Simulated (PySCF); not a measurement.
Computed with PySCF with TPSSh-D3(BJ)/def2-TZVP // PBE-D3(BJ)/def2-SVP. Gas-phase values, no solvent. 

Reference species: [Sc(Cl)3] (neutral, multiplicity 1).

```yaml
coordination_number: 3
LUMO: -3.67 eV
HOMO–LUMO gap: 4.86 eV
```

Changed species: [Sc(F)3] (3 of 3 Cl replaced by F; the reference has 0 of 3 Cl replaced by F).

What does the change do to the coordination number, LUMO and HOMO–LUMO gap?

the coordination number stays essentially unchanged; the LUMO increases by 0.74 eV, to -2.93 eV; the HOMO–LUMO gap rises by 2.29 eV, to 7.15 eV.
